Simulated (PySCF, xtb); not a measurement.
C3H8OSi, SMILES C=CO[SiH2]C. One conformer was computed; it need not be the lowest.

Harmonic wavenumbers (cm⁻¹) from GFN2-xTB (xtb) at its own minimum, in rising order: 64, 110, 133, 151, 219, 490, 518, 616, 673, 686, 741, 783, 812, 827, 834, 860, 992, 995, 1199, 1299, 1376, 1387, 1486, 1491, 1701, 2203, 2237, 3025, 3040, 3042, 3059, 3126, 3164.

Task: What does B3LYP-D3(BJ)/def2-SVP run with PySCF give at its own minimum? (An estimate is asked for; the answer gives what the named calculation found.)

Result: 72, 128, 139, 159, 231, 513, 540, 663, 707, 741, 744, 777, 845, 883, 937, 976, 993, 1002, 1244, 1276, 1351, 1419, 1429, 1436, 1702, 2217, 2220, 3034, 3126, 3134, 3152, 3166, 3254. Paired by order, the mean absolute difference is 37 cm⁻¹ and the zero-point energies are 62.0 and 63.2 kcal/mol.
